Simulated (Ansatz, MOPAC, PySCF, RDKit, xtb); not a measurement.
Complex: C2H2 (SMILES C#C) (first 4 atoms) with H2S (SMILES S); geometry from B3LYP-D3(BJ)/def2-TZVP, rigid monomers moved along the line of their centres of mass till C2···H7 is 4.75 Å.
(charge 0, multiplicity 1):
```tsv
atom	x (Å)	y (Å)	z (Å)
C	0.5186	0.2718	-0.1566
C	-0.5924	-0.1486	-0.0071
H	1.5048	0.6461	-0.2886
H	-1.5791	-0.5209	0.1266
S	0.2810	1.2727	5.8430
H	0.7712	0.0384	6.0397
H	0.1820	1.0860	4.5154
```

| level | interaction energy (kcal/mol) | minus CCSD(T)/CBS(aug-cc-pV(D+d)Z, aug-cc-pV(T+d)Z) | cost |
|---|---|---|---|
| MMFF94 | -0.18 | 0.10 | - |
| GFN-FF | -0.12 | 0.16 | - |
| PM3 | -0.09 | 0.19 | - |
| PM6 | -0.11 | 0.17 | - |
| PM7 | -0.23 | 0.05 | - |
| HF/aug-cc-pV(T+d)Z | -0.22 | 0.06 | - |
| PBE-D3(BJ)/def2-TZVPPD | -0.31 | -0.03 | ×1 |
| BP86/6-31G* (no counterpoise) | -0.19 | 0.09 | - |
| r2SCAN-D4/def2-TZVPPD | -0.28 | -0.01 | ×1 |
| B3LYP/3-21G (no counterpoise) | -0.20 | 0.07 | - |
| B3LYP/def2-TZVPPD | -0.15 | 0.12 | ×1 |
| PBE0-D3(BJ)/def2-TZVPPD | -0.32 | -0.04 | ×1 |
| MP2/6-31G* | -0.23 | 0.04 | - |
| CCSD(T)/CBS(aug-cc-pV(D+d)Z, aug-cc-pV(T+d)Z) | -0.28 | 0.00 | ×200* |

 The comparison column counts from a level with limits of its own.

The rows run from -0.32 (PBE0-D3(BJ)/def2-TZVPPD) to -0.09 kcal/mol (PM3).

Monomers are frozen at their geometry in the pair; levels with a basis set take the counterpoise correction. Rows marked so take none.

Cores are frozen in the correlated methods. CBS(a, b) extrapolates the correlation energy as X⁻³ and adds the Hartree–Fock energy of set b. Rows in 3-21G, 6-31G* carry no dispersion term and start afresh at each structure (6-31G* with six Cartesian d functions). MP2/6-31G* freezes PySCF's default core. The state reached by PM3, PM6, PM7 isn't checked; PM7 holds dispersion and hydrogen-bond terms.

The values were computed with Ansatz (Gaussian basis) for Hartree–Fock, density functionals and correlated methods; MOPAC for PM3, PM6, PM7 (differences of heats of formation); PySCF for 3-21G rows, 6-31G* rows, the dispersion terms; RDKit for the force fields; xtb for the GFN methods. Values without a source in brackets are computed.

Costs are rough ratios of core time to PBE/def2-TZVPPD (about 6 s over the structures, on one shared machine); a dash marks a level with no comparable run of its own. A star marks coupled-cluster runs past 200 virtual orbitals, where the program's memory plan changes under this machine's limit, so their costs aren't comparable with smaller runs.

Ansatz is a program for electronic structure.
